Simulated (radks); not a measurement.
Sm I, configuration [Xe] 4f6 6s2 (the NIST ground configuration).

Calculated with a radial shooting solver on a logarithmic mesh with Libxc functionals: scalar-relativistic Kohn-Sham, PBE, spin-unpolarised, spherical densities, point nucleus.

Energy parts (hartree):
| part | energy |
|---|---|
| total | -10427.2126 |
| kinetic | 11146.9050 |
| electron-nucleus | -25384.9830 |
| Hartree | 4046.1119 |
| exchange-correlation | -235.2465 |

Orbitals (lengths in bohr, moments of r in powers of bohr):
orbital  occ.  eigenvalue (hartree)   <1/r>      <r>
1s          2             -1715.468   68.83  0.02274
2s          2             -280.3225   15.93  0.09700
2p          6             -250.0418   14.95  0.08547
3s          2             -61.41755   5.829   0.2549
3p          6             -51.95314   5.494   0.2533
3d         10             -39.14696   5.214   0.2310
4s          2             -12.20397   2.447   0.5791
4p          6              -9.09438   2.251   0.6132
4d         10              -4.73332   1.975   0.6707
5s          2              -1.59016  0.9380    1.410
5p          6              -0.85375  0.7858    1.661
6s          2              -0.13167  0.2896    4.320
4f          6              -0.09083   1.354    1.020

The highest occupied level is 4f at -2.472 eV. Summed over all electrons, <r^2> = 84.46 bohr^2, which gives a Langevin (diamagnetic) susceptibility term of -66.9 x 10^-6 cm^3/mol. For comparison, the ionisation energy in NIST's Atomic Spectra Database is 5.644 eV (measured). In exact Kohn-Sham theory the highest level is minus the ionisation energy, but local and semilocal functionals leave it too shallow, through self-interaction and a potential that decays too fast; potentials with the right tail come closer.

Beside tabulated values, note that spin-unpolarised runs miss the spin-polarisation part of the exchange energy of open shells.
